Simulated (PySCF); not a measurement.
## Vibration and rotation of WN⁺

ROHF-CCSD(T) constants of WN⁺, ³Δ (triplet), unpaired electrons σ ↑, δ ↑ (W def2-TZVPPD with ECP60, N def2-TZVPPD; scalar-relativistic core potentials (PySCF 2.14); masses 183.9509 and 14.0031 u):

```
ωe   : 1093.5 cm⁻¹
ωexe : 4.4 cm⁻¹
Be   : 0.47268 cm⁻¹
αe   : 0.00244 cm⁻¹
```

Task: What force constant and bond length do these constants imply?

Result: Reduced mass μred = 13.013 u; k = 5.8918×10⁻⁷·μred·ωe² (u, cm⁻¹, mdyn/Å) = 9.17 mdyn/Å; Re = √(16.8576/(μred·Be)) (u, cm⁻¹, Å) = 1.656 Å.

Task: Estimate the centrifugal constant D from the Kratzer relation and find the Dunham coefficient a1.

Result: D = 4Be³/ωe² = 3.53e-07 cm⁻¹; a1 = −1 − αeωe/(6Be²) = -2.99.

Correlated steps freeze 1 core orbital. De is left out where the level can put another filling of the metal’s s and d shells below the measured ground configuration, by anything from nothing to about 1 eV. These are scalar-relativistic numbers at best; spin–orbit coupling would shift them, the dissociation energy most. The state is the lowest single determinant that the PBE0 search found; with open d or f shells the true ground state can be another one.
